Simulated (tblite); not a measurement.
Compound: C7H16NP.
Cartesian coordinates in Å at the GFN2-xTB level; atoms count from 1:
```xyz
25
C7H16NP angstrom
C      1.7405   -1.2226   -1.8207
C      1.2747   -0.5887   -0.7524
C      1.9895   -0.5643    0.5622
P     -0.3231    0.3152   -0.9438
N      0.1547    1.7388   -0.0759
C      1.0465    2.6311   -0.8043
C     -1.2718   -0.4648    0.4803
C     -1.4413   -1.9564    0.2154
C     -2.6382    0.1999    0.6217
H      2.6702   -1.7718   -1.8095
H      1.1967   -1.2210   -2.7515
H      3.0515   -0.7627    0.4276
H      1.8598    0.4029    1.0428
H      1.5814   -1.3282    1.2244
H     -0.6748    2.2517    0.2124
H      0.5750    3.1360   -1.6538
H      1.4249    3.3908   -0.1179
H      1.8875    2.0470   -1.1782
H     -0.6918   -0.3045    1.3960
H     -2.0122   -2.1130   -0.6984
H     -1.9751   -2.4321    1.0374
H     -0.4776   -2.4479    0.0983
H     -2.5464    1.2548    0.8736
H     -3.1965    0.1173   -0.3097
H     -3.2150   -0.2834    1.4098
```

Calculated harmonic vibrations of the isolated species, GFN2-xTB (tblite), most abundant isotopes, no scaling. Errors from tens to a few hundred cm⁻¹ against measured bands are possible. One conformer, not necessarily the lowest.

Harmonic wavenumbers (cm⁻¹): 54.3, 67.1, 88.0, 126.7, 139.1, 146.1, 161.7, 182.7, 201.7, 238.1, 265.7, 296.8, 321.3, 343.6, 381.8, 428.4, 446.7, 626.2, 661.0, 697.9, 710.2, 771.8, 901.9, 930.5, 935.9, 946.5, 981.3, 999.5, 1030.6, 1032.3, 1063.8, 1089.3, 1114.7, 1131.7, 1168.3, 1197.3, 1225.3, 1288.6, 1315.6, 1387.6, 1407.4, 1409.8, 1416.7, 1420.3, 1471.4, 1481.4, 1489.2, 1492.8, 1495.2, 1497.5, 1504.3, 1506.9, 1682.2, 2909.2, 2923.6, 2984.9, 2994.3, 3001.9, 3006.4, 3009.3, 3013.3, 3017.2, 3020.4, 3023.5, 3030.2, 3033.6, 3071.1, 3102.9, 3329.4.

A = 1565, B = 1187, C = 840.7 MHz; mass 145.102 u (most abundant isotopes); point group C1, symmetry number 1.

Zero-point energy?

½Σν̃ = 47422 cm⁻¹ = 567.29 kJ/mol.

What is S at 200 K and 1 bar for an ideal gas of classical rigid rotors and harmonic oscillators?

Translation 162.63, rotation 119.33, vibration 114.83: S = 396.8 J/(mol K).

And Cp and H(200 K) − H(0)?

Cp = 155.65 J/(mol K), of which vibrations give 122.39 (their classical limit is 69 R = 573.7); H(200 K) − H(0) = 19.50 kJ/mol without the zero-point energy, 12.85 from vibrations.

Which modes carry the vibrational entropy at 200 K?

54.3 cm⁻¹: 16.18; 67.1 cm⁻¹: 14.45; 88.0 cm⁻¹: 12.25; 126.7 cm⁻¹: 9.37; 139.1 cm⁻¹: 8.65; 146.1 cm⁻¹: 8.27 J/(mol K); the other 63 give 45.65 together.

Blend soft modes into free rotors: weight 1/[1 + (100 cm⁻¹/ν̃)⁴] for the oscillator and the rest for a rotor with moment μB/(μ + B), μ = h/(8π²ν), B = 10⁻⁴⁴ kg m². What vibrational entropy results?

109.34 J/(mol K) in place of 114.83, which changes −T·S at 200 K by +1.10 kJ/mol.

What must be added to the electronic energy to get the Gibbs energy at 200 K and 1 bar?

ZPE + [H(200 K) − H(0)] − T·S = 567.29 + 19.50 − 79.36 = 507.43 kJ/mol.

Hindered rotation and anharmonicity are outside this model. Other conformers, if any are populated, would add a mixing term that is left out. The structure is chiral; the term R ln 2 for an equal mix with its mirror image is left out.

Time: 1.3 s wall. Hardware: one thread, Arm Neoverse V1 (aarch64), shared host. This covers the Hessian and the dipole derivatives.
